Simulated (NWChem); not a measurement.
# SrCl$_{2}$ cation, doublet; SMILES of the neutral closed-shell parent [Cl][Sr][Cl]

```xyz
3

Sr     0.0000     0.0000    -1.1039
Cl     0.0000     1.3808     1.1887
Cl     0.0000    -1.3808     1.1887
```
Atoms are numbered in this order, from 1.

Level: PBE-D3(BJ)/def2-SVP with def2 effective core potentials on Sr, spin-unrestricted (NWChem), optimised geometry, unscaled harmonic frequencies. In the optimisation the excess spin sits in b2 (C2v, its own frame). This spin state was assumed; another may lie lower. def2 effective core potentials on Sr; no spin-orbit coupling.

List the harmonic frequencies with IR intensities, and the thermochemistry.


```
frequency (cm⁻¹)  IR intensity (km/mol)
----------------  ---------------------
176                                 9.9
229                                 0.4
306                                33.8
```

| Item | Result |
|---|---|
| zero-point energy | 1.0 kcal/mol |
| thermal correction to the enthalpy at 298.15 K (with zero-point energy) | 4.3 kcal/mol |
| heat capacity Cv | 11.3 cal/(mol K) |
| entropy at 298.15 K and 1 atm (symmetry number 2, electronic part: spin degeneracy alone) | 74.2 cal/(mol K) |

Rigid rotor and harmonic oscillator.
